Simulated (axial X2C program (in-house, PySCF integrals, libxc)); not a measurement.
**Correcting the dissociation energy of GaSi for spin–orbit coupling**

A spin-free CCSD(T) curve (one-electron X2C) was computed with an in-house relativistic program for diatomic molecules, basis Ga dyall-cv3z [9s9p7d4f1g], Si dyall-v3z [8s7p2d1f] (cores contracted in-house), for the state M_S = 3/2, Λ = 0 (beyond evenly filled blocks: σα, π+α, π-α). It gives D0 = 2.289 eV to Ga + Si, which in a spin-free picture are the weighted means of the ground terms.

Correlated methods: 7 electrons correlated (number of frozen shells: Ga 3 s, 2 p, 1 d; Si 2 s, 1 p), 231 virtual spin orbitals or spinors in MP2, 90 natural virtuals in coupled cluster.

Measured levels of the ground terms (NIST Handbook of Basic Atomic Spectroscopic Data), in cm⁻¹: Ga 2P: J = 1/2 at 0, J = 3/2 at 826.2; Si 3P: J = 0 at 0, J = 1 at 77.1, J = 2 at 223.2.

The molecular state has Λ = 0, so it has no first-order lowering.

Q: How far does each ground level lie under the (2J+1)-weighted mean of its term?

A: Ga: (2 × 0 + 4 × 826.2)/6 = 551 cm⁻¹; Si: (1 × 0 + 3 × 77.1 + 5 × 223.2)/9 = 150 cm⁻¹.

Q: Correct D0.

A: D0 = 2.289 + (0 − 701)/8065.5 = 2.202 eV at CCSD(T) with these spin–orbit terms.

Second-order spin–orbit effects in the molecule, which grow quickly with Z, are left out. The state is a single determinant with fixed occupations, the lowest that a limited PBE0 search found. Dissociation energies refer to the lowest single-determinant-based atoms at the same level and basis. CCSD and (T) use frozen natural virtuals with an MP2 correction for the truncation; (T) itself is uncorrected, so its De runs slightly low. Other states lie close and PBE0, whose exact exchange favours high spin, may order them wrongly; the determinant shown need not be the ground state. The nearest other spin-free determinant of the search, M_S = 1/2, Λ = 0, lies 0.31 eV up at the distance of the search. With the outer-core shells frozen, correlated bond lengths of heavy atoms tend to come out a few hundredths of an ångström too long.
